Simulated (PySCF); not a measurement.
Numbering as in the mapped SMILES `[PH2:1][Si@H:2]1[CH2:3][CH2:4][SiH2:5][NH:6][SiH2:7]1`; H(Xn) means a hydrogen on atom n. Ha(C3), Ha(C4), Ha(Si5), Ha(Si7) are cis to P1 on the ring; Hb(C3), Hb(C4), Hb(Si5), Hb(Si7) are trans to P1 on the ring.

Single conformer, in vacuum, rapidly exchanging positions averaged, no relativistic terms. GFN2-xTB geometry; GIAO PBE0/pcSseg-1 shieldings; PySCF.

Referencing at the same level of theory: TMS for $^{13}$C (186.93 ppm) and $^{1}$H (31.72 ppm) and $^{29}$Si (349.16 ppm); $^{31}$P (318.38 ppm) vs H3PO4; NH3 for $^{15}$N (267.73 ppm).

| atoms | nucleus | count | Hirshfeld charge | δ (ppm) |
| --- | --- | --- | --- | --- |
| Hb(Si7) | $^{1}$H | 1 | -0.08 | 5.12 |
| C3 | $^{13}$C | 1 | -0.15 | ? |
| P1 | $^{31}$P | 1 | -0.03 | -303.8 |
| Ha(C4) | $^{1}$H | 1 | 0.04 | 1.06 |
| H(P1) | $^{1}$H | 2 | -0.01 | 0.82 |
| N6 | $^{15}$N | 1 | -0.33 | 1.6 |
| Hb(C4) | $^{1}$H | 1 | 0.04 | 1.18 |
| Ha(C3) | $^{1}$H | 1 | 0.03 | 1.23 |
| H(Si2) | $^{1}$H | 1 | -0.08 | 4.40 |
| Hb(C3) | $^{1}$H | 1 | 0.04 | ? |
| Si2 | $^{29}$Si | 1 | 0.22 | -61.0 |
| Ha(Si7) | $^{1}$H | 1 | -0.09 | ? |
| H(N6) | $^{1}$H | 1 | 0.12 | -0.59 |
| Si5 | $^{29}$Si | 1 | 0.37 | ? |
| Ha(Si5) | $^{1}$H | 1 | -0.09 | 4.98 |
| C4 | $^{13}$C | 1 | -0.16 | ? |
| Si7 | $^{29}$Si | 1 | 0.28 | ? |
| Hb(Si5) | $^{1}$H | 1 | -0.08 | 4.74 |

Task: Estimate the values marked ?.

Result: 
- C4: 12.9 ppm, sp3 CH2 bonded to Si
- C3: 12.6 ppm, sp3 CH2 bonded to Si
- Ha(Si7): 5.21 ppm, hydrogen on a silicon bonded to N, Si, in a 6-membered ring
- Hb(C3): 1.84 ppm, hydrogen on an sp3 CH2 bonded to Si
- Si5: -31.7 ppm, silicon bonded to C, N, 2 H, in a 6-membered ring
- Si7: -47.6 ppm, silicon bonded to N, Si, 2 H, in a 6-membered ring

The OH or NH signal is concentration- and solvent-dependent in practice; the value given is the gas-phase one. Shifts are as computed. Against solution values, carbons near 30 ppm lie about +3 ppm off and those near 130 ppm about +5 ppm. Of 1309 compounds with measured shifts, 239 miss one by over three times the rms of a fit or turn the order of signals round; such compounds aren't used in these exercises. Experimental scales use liquid or dissolved standards, which lie at an offset from isolated NH3 (liquid NH3: subtract about 20 ppm) and H3PO4.
